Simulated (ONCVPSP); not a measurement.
Reading a pseudo-wave (aluminium (Al))

Columns: radius, all-electron u(r) and pseudo u(r) of the 2p shell (level -73.49 eV) of aluminium in the configuration [He] 2s2 2p6 3s2 3p0.5; PBE, scalar-relativistic, ONCV scheme, ONCVPSP 4.0.1.

| r (bohr) | all-electron | pseudo |
| --- | --- | --- |
| 0.057 | 0.1569 | 0.0525 |
| 0.115 | 0.4490 | 0.2025 |
| 0.172 | 0.7264 | 0.4192 |
| 0.230 | 0.9494 | 0.6720 |
| 0.288 | 1.1029 | 0.9172 |
| 0.345 | 1.1920 | 1.1170 |
| 0.402 | 1.2302 | 1.2549 |
| 0.460 | 1.2294 | 1.3241 |
| 0.518 | 1.1992 | 1.3265 |
| 0.575 | 1.1500 | 1.2781 |
| 0.632 | 1.0884 | 1.1968 |
| 0.690 | 1.0180 | 1.0976 |
| 0.747 | 0.9454 | 0.9969 |
| 0.805 | 0.8707 | 0.8996 |
| 0.862 | 0.7986 | 0.8126 |
| 0.920 | 0.7279 | 0.7333 |
| 0.977 | 0.6619 | 0.6635 |
| 1.035 | 0.5988 | 0.5990 |
| 1.092 | 0.5412 | 0.5411 |
| 1.150 | 0.4869 | 0.4869 |
| 1.208 | 0.4372 | 0.4371 |
| 1.265 | 0.3925 | 0.3924 |
| 1.322 | 0.3518 | 0.3517 |
| 1.380 | 0.3142 | 0.3141 |
| 1.438 | 0.2803 | 0.2802 |
| 1.495 | 0.2503 | 0.2502 |

**Question.** How many radial nodes do the two functions have?

**Answer.** The all-electron 2p function has n − l − 1 = 0; the pseudo-wave has 0.

**Question.** At about which radius was the pseudo-wave matched?

**Answer.** 1.15 bohr. The columns agree to 0.0005 from 1.03 bohr on; several derivatives are matched, so the curves merge somewhat inside the radius.

**Question.** Where does each function peak?

**Answer.** Outermost all-electron maximum near 0.40 bohr, pseudo maximum near 0.52 bohr (to the table’s step).

**Question.** Is the pseudo-wave norm-conserving?

**Answer.** Yes: the ONCV scheme keeps the norm inside the radius equal to the all-electron one, which fixes the energy derivative of the logarithmic derivative at the level.
